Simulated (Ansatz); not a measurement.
`[CH3][Al]1[SiH2]N[C]1=N`, relaxed with RKS PBE-D4/def2-SVP in Ansatz from a rough embedded geometry. The force threshold is 0.03 eV/Å; the program also tests the step.

Charge 0, multiplicity 1.

Start:

```xyz
13

C     2.149   -0.579    1.127
Al    0.344   -0.475    0.295
Si   -1.593    0.205    0.823
N    -1.982   -0.010   -0.919
C    -0.569    0.282   -1.349
N    -0.036    0.720   -2.461
H     2.851   -1.051    0.354
H     2.493    0.452    1.278
H     2.185   -1.167    2.008
H    -2.373   -0.815    1.608
H    -1.653    1.569    1.281
H    -2.836    0.061   -1.444
H     1.019    0.809   -2.601
```

| step | energy (eV) | largest force (eV/Å) | largest move (Å) |
| --- | --- | --- | --- |
| 1 | -19617.9529 | 3.304 | 0.000 |
| 2 | -19619.3926 | 1.491 | 0.195 |
| 3 | -19619.9100 | 0.327 | 0.197 |
| 4 | -19620.0132 | 0.591 | 0.195 |
| 5 | -19620.0691 | 0.236 | 0.200 |
| 6 (rejected) | -19620.0338 | 0.676 | 0.200 |
| 7 | -19620.0964 | 0.102 | 0.096 |
| 8 | -19620.1036 | 0.115 | 0.095 |
| 9 | -19620.1069 | 0.090 | 0.066 |
| 10 | -19620.1079 | 0.029 | 0.038 |

End:

```xyz
13

C     2.335   -0.537    1.044
Al    0.510   -0.155    0.438
Si   -1.849    0.180    0.986
N    -1.708    0.381   -0.794
C    -0.410    0.241   -1.328
N    -0.195    0.378   -2.592
H     2.965   -0.964    0.236
H     2.825    0.403    1.381
H     2.352   -1.236    1.906
H    -2.791   -0.946    1.346
H    -2.392    1.423    1.653
H    -2.448    0.592   -1.480
H     0.806    0.241   -2.796
```

Hardware: 4 threads of an Arm Neoverse V2 on a shared host. Wall time 19 s, peak host memory 0.18 GiB.
